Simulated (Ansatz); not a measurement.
Two isomers of C3H7FSi: A = `C[C@@H]1C[Si@@H]1F`, B = `C/C([SiH3])=C\F`.

Computed with Ansatz on PBE0-D4/def2-TZVP structures; ΔE is electronic, products minus reactants. CCSD(T)/CBS is the MP2 limit (def2-TZVPP, def2-QZVPP) plus CCSD(T) − MP2 in def2-TZVPP, frozen cores. Functionals use def2-TZVPP. B3LYP here is the variant with VWN-RPA as its local correlation; programs differ in this.

A:

```xyz
12

C    -0.5235   -1.3500   -0.5563
C    -0.5382    0.1234   -0.2323
C     0.8056    0.9191   -0.4492
Si    0.2059    0.8524    1.2693
F     0.9597   -0.0997    2.3073
H    -1.4292   -1.8427   -0.1953
H     0.3279   -1.8542   -0.0914
H    -0.4550   -1.5167   -1.6364
H    -1.4034    0.6470   -0.6362
H     0.7524    1.8216   -1.0502
H     1.6499    0.2900   -0.7221
H    -0.3522    2.0098    1.9929
```

B:

```xyz
12

C    -1.279    0.090    0.820
C    -0.060    0.255   -0.037
Si    1.069   -1.190   -0.349
C     0.267    1.409   -0.602
F    -0.464    2.523   -0.454
H    -1.843    1.019    0.908
H    -1.003   -0.240    1.826
H    -1.942   -0.676    0.408
H     1.611   -1.710    0.936
H     0.321   -2.298   -1.003
H     2.192   -0.765   -1.225
H     1.133    1.585   -1.229
```

(1) Which isomer does CCSD(T)/CBS put lower? Give the gap. (An estimate is asked.)

(2) Give E(B) − E(A) in kJ/mol with B3LYP-D4, ωB97M-V, B3LYP, r2SCAN-D4, HF/def2-TZVPP, B2PLYP, PBE-D4. (An estimate is asked.)

Largest T1 diagnostic: 0.012.

## Answers

(1) The calculation gave: A, by 147.8 kJ/mol.

(2) Ansatz gave: B3LYP-D4 130.3, ωB97M-V 145.6, B3LYP 130.4, r2SCAN-D4 146.1, HF/def2-TZVPP 122.8, B2PLYP 139.3, PBE-D4 136.8. None reverses the order clearly.

From PBE to PBE0 (25 % exact exchange), in def2-TZVPP and without D4, E(B) − E(A) moves by +9.5 kJ/mol. In def2-TZVPP, CCSD(T) changes the Hartree–Fock value by +18.2 kJ/mol (the triples alone add −1.8 kJ/mol) and MP2 by +35.4 kJ/mol.
